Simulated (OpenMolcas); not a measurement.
# Ti2+: moving or changing the point charges

Ti2+ among 6 point charges of -1 e arranged as a trigonal prism (D3h), 1.7 Å from the ion, with a polar angle of 54.5° against the regular 49.1°. The active orbitals were held to one l.
```
   1.3840    0.0000    0.9872  -1.00
  -0.6920    1.1986    0.9872  -1.00
  -0.6920   -1.1986    0.9872  -1.00
   1.3840    0.0000   -0.9872  -1.00
  -0.6920    1.1986   -0.9872  -1.00
  -0.6920   -1.1986   -0.9872  -1.00
```

```yaml
Program: OpenMolcas
Method: CASSCF
Basis: ANO-RCC-VDZP [5s4p2d1f]
Scalar_Hamiltonian: DKH2, point nucleus
Active_space: 2 electrons in 5 orbitals (3d)
State_averaging: 2S+1 = 3 even, 10 roots; 2S+1 = 1 even, 15 roots
Spin-orbit_coupling: RASSI with atomic mean-field integrals over the reference wave functions
```

Runs around this geometry, states (labels of D3, the rotations of D3h). Energies in cm-1 above the lowest state or level, χT in cm3 K/mol.

| R (Å) | Polar angle / regular | Ground state | First state of that spin | First gap with spin-orbit (degeneracies) | χT at 300 K | First state of another spin |
| --- | --- | --- | --- | --- | --- | --- |
| 1.7 | 1.11 | 3E | 3E 6487 | 112.5 (2, 2) | 1.155 | 1A1 9043 |
| 1.77 | 1.11 | 3E | 3E 5537 | 115.4 (2, 2) | 1.147 | 1A1 9720 |
| 1.7 | 1.2 | 3E | 3E 3060 | 117.1 (2, 2) | 1.150 | 1A1 5257 |

Taking the first state of the same spin as R^-n, n = -ln(5537 / 6487) / ln(1.77 / 1.7) = 3.9 between the shortest and longest distance.

An orbital doublet at a regular site is open to a Jahn-Teller distortion, which this geometry leaves out. Without dynamic correlation the repulsion within the d shell is too large (B by tens of per cent), so at a given field states of lower spin stand too high. Point charges carry no covalency, so the field is a model and not that of real ligands. An unlabelled pair can be two single states that coincide in this model. No measured value stands beside these numbers.
